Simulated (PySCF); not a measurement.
I3Sb, singlet, at a GFN2-xTB geometry (core potentials on I, Sb); DF-M062X/def2-SV(P) (PySCF).

Here is a job for PySCF.
```python
from pyscf import gto, scf, dft

mol = gto.M(
    atom='''
Sb    0.01294198    0.00090519    1.01247550
I    -1.86865509   -1.50372426   -0.29957913
I    -0.37382384    2.36628049   -0.32214675
I     2.23002532   -0.86342726   -0.35254300
''',
    basis='def2-sv(p)',
    ecp={'I': 'def2-sv(p)', 'Sb': 'def2-sv(p)'},
    verbose=4,
)

mf = dft.RKS(mol)
mf.xc = 'm062x'
mf.level_shift = 0.3
mf.max_cycle = 100
mf = mf.density_fit(auxbasis='def2-universal-jkfit')
mf.kernel()
mf.analyze()
```

What the program printed (banner, timings and long lists left out):

```
PySCF version 2.14.0

[INPUT] verbose = 4
[INPUT] num. atoms = 4
[INPUT] num. electrons = 98
[INPUT] charge = 0
[INPUT] spin (= nelec alpha-beta = 2S) = 0
[INPUT] symmetry False subgroup None
[INPUT] Mole.unit = angstrom
[INPUT] Symbol           X                Y                Z      unit          X                Y                Z       unit  Magmom
[INPUT]  1 Sb     0.012941980000   0.000905190000   1.012475500000 AA    0.024456797710   0.001710561191   1.913301402832 Bohr   0.0
[INPUT]  2 I     -1.868655090000  -1.503724260000  -0.299579130000 AA   -3.531246341374  -2.841627018264  -0.566122508335 Bohr   0.0
[INPUT]  3 I     -0.373823840000   2.366280490000  -0.322146750000 AA   -0.706424676433   4.471622060002  -0.608769129419 Bohr   0.0
[INPUT]  4 I      2.230025320000  -0.863427260000  -0.352543000000 AA    4.214137105646  -1.631641049884  -0.666209717133 Bohr   0.0

nuclear repulsion = 571.905940347121
number of shells = 40
number of NR pGTOs = 244
number of NR cGTOs = 104
basis = def2-sv(p)
ecp = {'I': 'def2-sv(p)', 'Sb': 'def2-sv(p)'}

******** <class 'pyscf.df.df_jk.DFRKS'> ********
method = DFRKS
initial guess = minao
damping factor = 0
level_shift factor = 0.3
DIIS = <class 'pyscf.scf.diis.CDIIS'>
diis_start_cycle = 1
diis_space = 8
diis_damp = 0
SCF conv_tol = 1e-09
SCF conv_tol_grad = None
SCF max_cycles = 100
direct_scf = False
XC library pyscf.dft.libxc version 7.1.2
    S. Lehtola, C. Steigemann, M. J. T. Oliveira, and M. A. L. Marques,  SoftwareX 7, 1–5 (2018)
XC functionals = m062x
    Y. Zhao and D. G. Truhlar,  Theor. Chem. Acc. 120, 215 (2008)
    Y. Zhao and D. G. Truhlar,  Theor. Chem. Acc. 120, 215 (2008)
radial grids:
    Treutler-Ahlrichs [JCP 102, 346 (1995); DOI:10.1063/1.469408] (M4) radial grids

becke partition: Becke, JCP 88, 2547 (1988); DOI:10.1063/1.454033
pruning grids: <function nwchem_prune>
grids dens level: 3
symmetrized grids: False
atomic radii adjust function: <function treutler_atomic_radii_adjust>
small_rho_cutoff = 0
Set gradient conv threshold to 3.16228e-05
Initial guess from minao.
tot grids = 87832
******** <class 'pyscf.df.df.DF'> ********
auxbasis = def2-universal-jkfit
init E= -1011.63942864535
  HOMO = -1.81510221556913  LUMO = -1.57941233001914  gap/eV = 6.41345
cycle= 1 E= -1130.5525485415  delta_E= -119  |g|= 3.94  |ddm|= 16.3
  HOMO = -0.0270817880230942  LUMO = 0.342784540840579  gap/eV = 10.06458
cycle= 2 E= -1133.00662288692  delta_E= -2.45  |g|= 1.21  |ddm|= 8.14
  HOMO = -0.284073870929928  LUMO = 0.247214481635746  gap/eV = 14.45709
cycle= 3 E= -1133.14861024264  delta_E= -0.142  |g|= 0.189  |ddm|= 0.716
  HOMO = -0.315882030222746  LUMO = 0.218898139171801  gap/eV = 14.55211
cycle= 4 E= -1133.15757526239  delta_E= -0.00897  |g|= 0.0353  |ddm|= 0.238
  HOMO = -0.314700361272157  LUMO = 0.224078097676751  gap/eV = 14.66091
cycle= 5 E= -1133.15884534627  delta_E= -0.00127  |g|= 0.021  |ddm|= 0.102
  HOMO = -0.315860768536393  LUMO = 0.2220341230512  gap/eV = 14.63687
cycle= 6 E= -1133.15940937904  delta_E= -0.000564  |g|= 0.0134  |ddm|= 0.0673
  HOMO = -0.316402247990677  LUMO = 0.222344015119375  gap/eV = 14.66003
cycle= 7 E= -1133.15972110068  delta_E= -0.000312  |g|= 0.00746  |ddm|= 0.0586
  HOMO = -0.31641006231765  LUMO = 0.222335144469576  gap/eV = 14.66000
cycle= 8 E= -1133.15983217193  delta_E= -0.000111  |g|= 0.00432  |ddm|= 0.0367
  HOMO = -0.316457561780452  LUMO = 0.222265634436851  gap/eV = 14.65940
cycle= 9 E= -1133.15987010477  delta_E= -3.79e-05  |g|= 0.00254  |ddm|= 0.0225
  HOMO = -0.316444701252191  LUMO = 0.222295757152081  gap/eV = 14.65987
cycle= 10 E= -1133.15988261376  delta_E= -1.25e-05  |g|= 0.00143  |ddm|= 0.0133
  HOMO = -0.31641167130613  LUMO = 0.222351083403706  gap/eV = 14.66048
cycle= 11 E= -1133.15988666743  delta_E= -4.05e-06  |g|= 0.000824  |ddm|= 0.00776
  HOMO = -0.316429202362112  LUMO = 0.222334282453502  gap/eV = 14.66050
cycle= 12 E= -1133.15988797276  delta_E= -1.31e-06  |g|= 0.000475  |ddm|= 0.00442
  HOMO = -0.316416688569735  LUMO = 0.222348506649115  gap/eV = 14.66055
cycle= 13 E= -1133.15988839153  delta_E= -4.19e-07  |g|= 0.000265  |ddm|= 0.0025
  HOMO = -0.316420017761087  LUMO = 0.222347711268628  gap/eV = 14.66062
cycle= 14 E= -1133.15988852344  delta_E= -1.32e-07  |g|= 0.000151  |ddm|= 0.0014
  HOMO = -0.316418703975573  LUMO = 0.22234940761122  gap/eV = 14.66063
cycle= 15 E= -1133.15988856453  delta_E= -4.11e-08  |g|= 8.63e-05  |ddm|= 0.000783
  HOMO = -0.316418639083424  LUMO = 0.222349289353445  gap/eV = 14.66062
cycle= 16 E= -1133.15988857743  delta_E= -1.29e-08  |g|= 4.78e-05  |ddm|= 0.00044
  HOMO = -0.316418599361718  LUMO = 0.222349219356749  gap/eV = 14.66062
cycle= 17 E= -1133.15988858136  delta_E= -3.93e-09  |g|= 2.67e-05  |ddm|= 0.000243
  HOMO = -0.316418695517183  LUMO = 0.222349042132359  gap/eV = 14.66062
cycle= 18 E= -1133.15988858256  delta_E= -1.2e-09  |g|= 1.49e-05  |ddm|= 0.000134
  HOMO = -0.316418670333806  LUMO = 0.222349040867414  gap/eV = 14.66062
cycle= 19 E= -1133.15988858293  delta_E= -3.71e-10  |g|= 8.31e-06  |ddm|= 7.45e-05
  HOMO = -0.316418666994017  LUMO = -0.077651104170795  gap/eV = 6.49720
Extra cycle  E= -1133.15988858307  delta_E= -1.41e-10  |g|= 5.93e-06  |ddm|= 6.87e-05
converged SCF energy = -1133.15988858307
**** SCF Summaries ****
Total Energy =                       -1133.159888583073780
Nuclear Repulsion Energy =             571.905940347121032
One-electron Energy =                -3114.878641831825462
Two-electron Energy =                 1409.812812901630650
Two-electron Coulomb Energy =         1495.653442001762869
DFT Exchange-Correlation Energy =      -85.840629100132148
HOMO-LUMO gap [eV] =                     6.497196321037301
**** MO energy ****
MO #1   energy= -7.11093361540806  occ= 2
MO #2   energy= -7.11090536230589  occ= 2
MO #3   energy= -7.1108839224479   occ= 2
MO #4   energy= -6.04829169355889  occ= 2
MO #5   energy= -5.10522896566355  occ= 2
MO #6   energy= -5.10520109084336  occ= 2
MO #7   energy= -5.1051796232219   occ= 2
MO #8   energy= -5.09417054491881  occ= 2
MO #9   energy= -5.09414289952646  occ= 2
MO #10  energy= -5.09412182032202  occ= 2
MO #11  energy= -5.09403469848312  occ= 2
MO #12  energy= -5.0940060812673   occ= 2
MO #13  energy= -5.09398440364854  occ= 2
MO #14  energy= -4.24764233877423  occ= 2
MO #15  energy= -4.24764140970238  occ= 2
MO #16  energy= -4.24242983991133  occ= 2
MO #17  energy= -2.07361400433916  occ= 2
MO #18  energy= -2.07358308876287  occ= 2
MO #19  energy= -2.07355657711957  occ= 2
MO #20  energy= -2.06986326427066  occ= 2
MO #21  energy= -2.06984272049973  occ= 2
MO #22  energy= -2.06982066658298  occ= 2
MO #23  energy= -2.06974436056337  occ= 2
MO #24  energy= -2.06971203193438  occ= 2
MO #25  energy= -2.0696971996059   occ= 2
MO #26  energy= -2.06045605715342  occ= 2
MO #27  energy= -2.06045050466189  occ= 2
MO #28  energy= -2.06042750754625  occ= 2
MO #29  energy= -2.06042278075081  occ= 2
MO #30  energy= -2.06040630733411  occ= 2
MO #31  energy= -2.06039956964326  occ= 2
MO #32  energy= -1.53069869115959  occ= 2
MO #33  energy= -1.53069537296929  occ= 2
MO #34  energy= -1.52604755214897  occ= 2
MO #35  energy= -1.52604556375157  occ= 2
MO #36  energy= -1.52401436897063  occ= 2
MO #37  energy= -0.820129787349059 occ= 2
MO #38  energy= -0.785050505262868 occ= 2
MO #39  energy= -0.785037169456476 occ= 2
MO #40  energy= -0.625211971367817 occ= 2
MO #41  energy= -0.414696242190245 occ= 2
MO #42  energy= -0.414686402900127 occ= 2
MO #43  energy= -0.389553044012814 occ= 2
MO #44  energy= -0.345593795887888 occ= 2
MO #45  energy= -0.345586688555286 occ= 2
MO #46  energy= -0.324209948446022 occ= 2
MO #47  energy= -0.32419174692611  occ= 2
MO #48  energy= -0.320544981056855 occ= 2
MO #49  energy= -0.316418666994017 occ= 2
MO #50  energy= -0.077651104170795 occ= 0
MO #51  energy= -0.0658868315629897 occ= 0
MO #52  energy= -0.0658798212658973 occ= 0
MO #53  energy= 0.213677606320308  occ= 0
MO #54  energy= 0.221063006935763  occ= 0
MO #55  energy= 0.2210791708712    occ= 0
MO #56  energy= 0.244659323722584  occ= 0
MO #57  energy= 0.244678891904805  occ= 0
Dipole moment(X, Y, Z, Debye):  0.02751,  0.00176,  2.07643
```
